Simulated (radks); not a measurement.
Charge is removed step by step from the 2p3/2 level of neutral nitrogen, starting from [He] 2s2 2p(1/2: 2, 3/2: 1). All-electron calculation, Dirac Kohn-Sham, PBEsol, spin-unpolarised, spherical densities, point nucleus. Program: a radial shooting solver on a logarithmic mesh with Libxc functionals.

| removed (e) | E - E(0) (eV) | eigenvalue (eV) | E minus straight line (eV) |
|---|---|---|---|
| 0 | 0.000 | -7.025 | 0.000 |
| 0.125 | 0.971 | -8.519 | -0.718 |
| 0.25 | 2.132 | -10.074 | -1.245 |
| 0.375 | 3.492 | -11.689 | -1.574 |
| 0.5 | 5.057 | -13.361 | -1.697 |
| 0.625 | 6.834 | -15.088 | -1.608 |
| 0.75 | 8.831 | -16.868 | -1.300 |
| 0.875 | 11.053 | -18.700 | -0.766 |
| 1 | 13.508 | -20.583 | 0.000 |

Removing the whole electron costs 13.508 eV by Delta-SCF, against 7.025 eV from minus the eigenvalue at the starting occupation. Slater's transition state (half an electron removed) gives 13.361 eV. Integrating minus the eigenvalue over the occupation (Janak's theorem) gives 13.508 eV. The mean slope of the eigenvalue, de/dn, is 13.6 eV per electron. Ionisation energy of N in the NIST Atomic Spectra Database: 14.534 eV (measured).

Beside tabulated values, note that spin-unpolarised runs miss the spin-polarisation part of the exchange energy of open shells.
